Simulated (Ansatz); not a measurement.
A run for Ansatz (a program for electronic structure): U-B3LYP-D3(BJ)/def2-TZVP on BH2O2 (SMILES O[B]O), 2S+1 = 2.

Ansatz 0.2 input:
```yaml
crystal:
  periodic: [false, false, false]
  atoms:
    - {symbol: O, position_ang: [1.11623690, -0.17403763, -0.48702414]}
    - {symbol: B, position_ang: [-0.08131776, -0.83344012, -0.33104940]}
    - {symbol: O, position_ang: [-1.14559569, -0.27299354, 0.27993380]}
    - {symbol: H, position_ang: [1.19408575, 0.74239526, -0.15329339]}
    - {symbol: H, position_ang: [-1.12373757, 0.56028596, 0.64852245]}
basis:
  gaussian:
    orbitals: def2-TZVP
hamiltonian:
  xc: b3lyp
  dispersion: d3bj
magnetization: {spin_polarized: true, initial_magnetization: 1}
relax: {f_tol: 0.003, max_steps: 120}
```

The log:

```
WARN ansatz: RAYON_NUM_THREADS=1 ignored (pool sized by the plan → 1); use --threads N
Functional definition: B3LYP
integrals: 0.02 GiB planned
559 factors; their error is unknown
mean field: 0.31 GiB planned
mean field evaluation 1: about -4797.4123 eV, gradient 5.1e1 eV
mean field evaluation 2: about -4784.4075 eV, gradient 7.9e1 eV
mean field evaluation 4: about -4805.4569 eV, gradient 2.2e0 eV
mean field evaluation 8: about -4805.4752 eV, gradient 2.1e-2 eV
mean field evaluation 16: about -4805.4826 eV, gradient 7.6e-6 eV
mean field -4805.48262327 eV, -176.5982291322 hartree, gradient 7.7e-6 eV, S^2 0.751733; 0 other end points of the search recorded, 0 dependent functions left out
the calculation of the forces begins
reference -4805.48282190 eV, -176.5982364315 hartree; 12, 11 occupied and 93, 94 virtual orbitals, 559 factors
relax step   1: F+E_penalty+E_count = -4805.57288100 eV  Δ(F+E_penalty+E_count) = +0.000e0 eV  max|allowed force component| = 3.626e0 eV/Å  Δτ_max = 0.0000 Å  (28 SCF iters, accepted)
these checks for a lower state are left out or cut short: starts, cluster_reference, orbital_swaps, neighbouring_geometries, increment
integrals: 0.02 GiB planned
559 factors; their error is unknown
mean field: 0.31 GiB planned
mean field -4805.62389079 eV, -176.6034206177 hartree, gradient 2.2e-5 eV, S^2 0.751766; 0 other end points of the search recorded, 0 dependent functions left out
the calculation of the forces begins
reference -4805.62408874 eV, -176.6034278921 hartree; 12, 11 occupied and 93, 94 virtual orbitals, 559 factors
relax step   2: F+E_penalty+E_count = -4805.71368053 eV  Δ(F+E_penalty+E_count) = -1.408e-1 eV  max|allowed force component| = 1.090e0 eV/Å  Δτ_max = 0.0446 Å  (31 SCF iters, accepted)
these checks for a lower state are left out or cut short: starts, cluster_reference, orbital_swaps, neighbouring_geometries, increment
integrals: 0.02 GiB planned
559 factors; their error is unknown
mean field: 0.31 GiB planned
mean field -4805.64847979 eV, -176.6043242467 hartree, gradient 1.3e-5 eV, S^2 0.751792; 0 other end points of the search recorded, 0 dependent functions left out
the calculation of the forces begins
reference -4805.64867761 eV, -176.6043315164 hartree; 12, 11 occupied and 93, 94 virtual orbitals, 559 factors
relax step   3: F+E_penalty+E_count = -4805.73860493 eV  Δ(F+E_penalty+E_count) = -2.492e-2 eV  max|allowed force component| = 2.894e-1 eV/Å  Δτ_max = 0.0465 Å  (32 SCF iters, accepted)
these checks for a lower state are left out or cut short: starts, cluster_reference, orbital_swaps, neighbouring_geometries, increment
integrals: 0.02 GiB planned
559 factors; their error is unknown
mean field: 0.31 GiB planned
mean field evaluation 32: about -4805.6447 eV, gradient 6.2e-1 eV
mean field -4805.65168203 eV, -176.6044419269 hartree, gradient 1.2e-5 eV, S^2 0.751788; 0 other end points of the search recorded, 0 dependent functions left out
the calculation of the forces begins
reference -4805.65187991 eV, -176.6044491988 hartree; 12, 11 occupied and 93, 94 virtual orbitals, 559 factors
relax step   4: F+E_penalty+E_count = -4805.74160151 eV  Δ(F+E_penalty+E_count) = -2.997e-3 eV  max|allowed force component| = 3.385e-2 eV/Å  Δτ_max = 0.0137 Å  (33 SCF iters, accepted)
these checks for a lower state are left out or cut short: starts, cluster_reference, orbital_swaps, neighbouring_geometries, increment
integrals: 0.02 GiB planned
559 factors; their error is unknown
mean field: 0.31 GiB planned
mean field -4805.65194018 eV, -176.6044514136 hartree, gradient 1.3e-5 eV, S^2 0.751792; 0 other end points of the search recorded, 0 dependent functions left out
the calculation of the forces begins
reference -4805.65213819 eV, -176.6044586906 hartree; 12, 11 occupied and 93, 94 virtual orbitals, 559 factors
relax step   5: F+E_penalty+E_count = -4805.74180553 eV  Δ(F+E_penalty+E_count) = -2.040e-4 eV  max|allowed force component| = 2.193e-2 eV/Å  Δτ_max = 0.0063 Å  (32 SCF iters, accepted)
these checks for a lower state are left out or cut short: starts, cluster_reference, orbital_swaps, neighbouring_geometries, increment
integrals: 0.02 GiB planned
559 factors; their error is unknown
mean field: 0.31 GiB planned
mean field -4805.65205928 eV, -176.6044557904 hartree, gradient 1.2e-5 eV, S^2 0.751795; 0 other end points of the search recorded, 0 dependent functions left out
the calculation of the forces begins
reference -4805.65225743 eV, -176.6044630725 hartree; 12, 11 occupied and 93, 94 virtual orbitals, 559 factors
relax step   6: F+E_penalty+E_count = -4805.74187566 eV  Δ(F+E_penalty+E_count) = -7.013e-5 eV  max|allowed force component| = 8.958e-4 eV/Å  Δτ_max = 0.0056 Å  (32 SCF iters, accepted)
integrals: 0.02 GiB planned
559 factors; their error is unknown
mean field: 0.31 GiB planned
mean field evaluation 64: about -4805.6521 eV, gradient 1.8e-2 eV
mean field -4805.65205928 eV, -176.6044557904 hartree, gradient 6.3e-5 eV, S^2 0.751795; 1 other end points of the search recorded, 0 dependent functions left out
the calculation of the forces begins
reference -4805.65225743 eV, -176.6044630725 hartree; 12, 11 occupied and 93, 94 virtual orbitals, 559 factors
Total energy: -4805.74207382 eV, -176.6077637638 hartree
Atom 0 at     1.126344    -0.178735    -0.503462 Å, force     0.000039    -0.000062    -0.000035 eV/Å
Atom 1 at    -0.065151    -0.780180    -0.316875 Å, force     0.000017    -0.000658    -0.000304 eV/Å
Atom 2 at    -1.179479    -0.321260     0.286337 Å, force    -0.000302     0.000285     0.000259 eV/Å
Atom 3 at     1.221950     0.724317    -0.159672 Å, force     0.000896     0.000512    -0.000110 eV/Å
Atom 4 at    -1.143993     0.578068     0.650761 Å, force    -0.000649    -0.000077     0.000190 eV/Å
Dipole moment:     0.044746     0.615223     0.241742 e Å
```

The calculation finished and met its thresholds.

Cost: roughly 26 core-seconds.
